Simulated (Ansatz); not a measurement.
The same isomerisation along the group O, S, Se.

Computed with Ansatz on PBE0-D4/def2-TZVP structures; ΔE is electronic, products minus reactants. CCSD(T)/CBS adds triple-zeta CCSD(T) − MP2 to the extrapolated MP2 energy (def2 sets, frozen cores). Double bonds are as drawn, so ΔE can hold a change between cis and trans. Functionals use def2-TZVPP. For Se outer-core shells are correlated without core-valence functions, which leaves a few kJ/mol of doubt a bond. Scalar relativity is left out up to krypton. One conformer a species, not always the lowest.

```tsv
reaction	CCSD(T)/CBS(def2) (eV)
`C/N=C/O` → `C1NCO1`	1.27
`C/N=C/S` → `C1NCS1`	?
`C/N=C/[SeH]` → `C1NC[Se]1`	0.31
```

Problem. Fill in the missing values. (Best estimate.)

Solution. The calculation gave: `C/N=C/S` → `C1NCS1`: +0.46 eV.

Largest T1 diagnostic: 0.013, for `C/N=C/O`.
